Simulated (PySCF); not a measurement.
# Which orbitals make which state

Species: C3H14OSi3.
Atom-mapped SMILES: `[CH3:1][CH:2]([CH3:3])[O:4][SiH2:5][SiH2:6][SiH3:7]` (hydrogens: H8, H9, H10 on C1; H11 on C2; H12, H13, H14 on C3; H15, H16 on Si5; H17, H18 on Si6; H19, H20, H21 on Si7)

Method used: TDDFT B3LYP/def2-SVPD, vertical, gas phase, core orbitals frozen in the response (PySCF 2.14.0, density-fitted response routines). Geometry: PBE0-D3(BJ)/def2-SVP, one conformer, isolated molecule. Torsions of this conformer, `[CH3:1][CH:2]([CH3:3])[O:4][SiH2:5][SiH2:6][SiH3:7]`: C1–C2–O4–Si5 85°, C2–O4–Si5–Si6 179°, O4–Si5–Si6–Si7 21°.

Orbital energies (eV): HOMO-3 -8.65, HOMO-2 -8.31, HOMO-1 -7.85, HOMO -7.52, LUMO -0.55, LUMO+1 -0.05, LUMO+2 0.12.

Problem. Among the lowest singlets, which states do these configurations lead, and at what energies: HOMO→LUMO+1, HOMO→LUMO, HOMO-1→LUMO, HOMO-1→LUMO+2, HOMO-3→LUMO?

Solution. 

```
state  leading configuration  weight  Δε (eV)  E (eV)  E − Δε (eV)       f  other configurations
   S1              HOMO→LUMO    0.88     6.97    6.12        -0.85   0.091                     –
   S2            HOMO-1→LUMO    0.92     7.30    6.32        -0.98   0.028                     –
   S3            HOMO→LUMO+1    0.92     7.48    6.47        -1.00  0.0016                     –
   S8          HOMO-1→LUMO+2    0.90     7.97    7.17        -0.80  0.0035                     –
   S9            HOMO-3→LUMO    0.75     8.10    7.23        -0.87   0.022            H→L+4 (9%)
```

E − Δε runs from -1.00 to -0.80 eV. Among themselves, these states come in the order of their orbital differences. Δε is the difference of the two orbital energies.

H and L stand for HOMO and LUMO. The other states: S4 6.85 eV, f 0.052, H-2→L (45%), H→L+2 (43%); S5 6.95 eV, f 0.016, H→L+3 (60%), H-1→L+1 (18%), H→L+2 (13%); S6 6.96 eV, f 0.049, H-1→L+1 (49%), H→L+3 (29%), H-2→L (15%); S7 7.01 eV, f 0.119, H→L+2 (31%), H-1→L+1 (28%), H-2→L (27%); S10 7.31 eV, f 0.0024, H-1→L+3 (82%).

Problem. Which computed triplets share their leading configuration (75% or more) with a singlet, and how far apart are the partners?

Solution. 

```csv
configuration,triplet,E(T) (eV),singlet,E(S) (eV),E(S) − E(T) (eV)
HOMO→LUMO,T1,5.47,S1,6.12,+0.64
HOMO→LUMO+1,T2,5.93,S3,6.47,+0.55
HOMO-1→LUMO,T3,6.08,S2,6.32,+0.23
```

The 4 triplets are Tamm–Dancoff values, the singlets full response.

Summed over the main configurations (up to three a state, each over 8%) of all 10 singlets, the electron leaves HOMO with weight 3.66, HOMO-1 with weight 3.59, HOMO-2 with weight 0.87 and HOMO-3 with weight 0.75.

All these states lie below the vertical ionisation energy of 9.35 eV (ΔSCF).
